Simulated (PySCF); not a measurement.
MoO2Br, SMILES [O]=[Mo](=[O])[Br] (connectivity only; charge and spin as stated), neutral, multiplicity 2. Atoms are numbered in the order given.

```xyz
4

Mo     0.0000     0.0000     0.7572
O      0.0000    -1.4085     1.6861
O      0.0000     1.4085     1.6861
Br     0.0000     0.0000    -1.6795
```
Charge 0, spin multiplicity 2.

Geometry optimised at B3LYP-D3(BJ)/def2-SVP. A frequency run showed that this geometry is not a minimum. The multiplicity is an assumed one; other spin states were not compared. The def2 effective core potentials stand for the cores of Mo; spin–orbit coupling is left out.

Computed with B3LYP-D3(BJ)/def2-SVP (PySCF).

Frequencies are harmonic and unscaled.

```
mode  ν (cm⁻¹)  IR (km/mol)  moving atoms (share of kinetic energy)
----  --------  -----------  --------------------------------------
1          81i         25.9                         O 59 %, Mo 38 %
2          135          4.0                O 68 %, Mo 20 %, Br 12 %
3          242          8.8                Br 49 %, O 41 %, Mo 10 %
4          374         14.7                O 54 %, Mo 34 %, Br 12 %
5          997        195.5                         O 80 %, Mo 20 %
6         1036        102.3                         O 90 %, Mo 10 %
```
